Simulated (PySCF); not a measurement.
C2H2N, SMILES [CH2]C#N, multiplicity 2.

Geometry optimised at PBE0-D3(BJ)/def2-TZVP. The isomer is the one that the SMILES or the coordinates give; other isomers of the formula were not compared.

Level of theory: TDA-B3LYP/def2-TZVPD (PySCF).

Vertical excitations. Isolated molecule, no solvent.

Computed lowest excited states:
```
state    energy (eV)  λ (nm)      f                                                   main pairs
-------  -----------  ------  -----  -----------------------------------------------------------
root 1          3.74     332  0.000                                             β HOMO→LUMO 98 %
root 2          4.72     263  0.005                                           β HOMO−2→LUMO 97 %
root 3          4.76     261  0.035                        α HOMO→LUMO+3 9 %, β HOMO−1→LUMO 85 %
root 4          5.71     217  0.000                                           α HOMO→LUMO+1 98 %
root 5          6.15     202  0.011                                             α HOMO→LUMO 99 %
root 6          6.47     192  0.000                     α HOMO−1→LUMO+1 41 %, β HOMO→LUMO+2 51 %
root 7          7.38     168  0.000                                           β HOMO−3→LUMO 92 %
root 8          7.50     165  0.071  α HOMO→LUMO+3 70 %, α HOMO−1→LUMO+1 16 %, β HOMO→LUMO+2 8 %
root 9          7.59     163  0.003                                           α HOMO→LUMO+2 99 %
root 10         7.84     158  0.000                   α HOMO−2→LUMO+1 38 %, β HOMO−2→LUMO+2 57 %
```
Unrestricted roots are not spin-pure.
